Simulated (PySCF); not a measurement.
A structure optimised at r2SCAN-D4/def2-TZVP, used in a PySCF frequency run:

```xyz
3

Hf     0.0000     0.0000    -0.1976
F      0.0000     1.5899     0.7905
F      0.0000    -1.5899     0.7905
```

Question: Write its SMILES, formula and point group.

Answer: [F][Hf][F], F₂Hf, C2v

Question: What are its rotational constants (standard atomic weights)?

Answer: 16.524, 5.2619, 3.9910 GHz
